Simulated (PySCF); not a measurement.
Potential energy of GaS along the bond

Set-up: PySCF, no relativity, basis sets Ga def2-SVP, S def2-SVP. Energies in eV from Ga + S in their ground configurations at the same level. State: ²Σ⁺ (doublet), unpaired electrons σ ↑.

All columns are PBE0. A positive dipole means Ga(−)S(+).

| R (Å) | E (eV) | μ (D) | Mulliken charge on Ga (basis-dependent) | HOMO (eV) | LUMO (eV) | Mayer bond order | ⟨S²⟩ |
| --- | --- | --- | --- | --- | --- | --- | --- |
| 1.787 | -2.486 | -2.39 | 0.12 | -7.25 | -4.01 | 2.37 | 0.75 |
| 1.870 | -3.179 | -2.64 | 0.16 | -7.36 | -4.18 | 2.29 | 0.75 |
| 1.953 | -3.548 | -2.86 | 0.20 | -7.36 | -4.32 | 2.20 | 0.76 |
| 2.016 | -3.673 | -3.02 | 0.22 | -7.21 | -4.41 | 2.13 | 0.76 |
| 2.078 | -3.704 | -3.16 | 0.24 | -7.07 | -4.48 | 2.05 | 0.76 |
| 2.140 | -3.666 | -3.30 | 0.27 | -6.94 | -4.53 | 1.96 | 0.76 |
| 2.224 | -3.543 | -3.48 | 0.29 | -6.77 | -4.56 | 1.83 | 0.76 |
| 2.327 | -3.318 | -3.72 | 0.31 | -6.57 | -4.55 | 1.67 | 0.76 |
| 2.452 | -3.000 | -4.06 | 0.34 | -6.34 | -4.48 | 1.49 | 0.76 |
| 2.618 | -2.556 | -4.59 | 0.37 | -6.03 | -4.32 | 1.31 | 0.76 |

A fit through these points gives, at Re = 2.071 Å, μ = -3.15 D and dμ/dR = -2.26 D/Å; the reduced mass is 21.84 u.

Question: How strong is the fundamental in the double-harmonic approximation, I = 42.26·(dμ/dR)²/μred km/mol?

Answer: I = 42.26·(-2.26)²/21.84 = 9.88 km/mol at PBE0.

Spin–orbit coupling is left out. The state is the lowest determinant that a PBE0 search found; another state may lie lower at other levels.
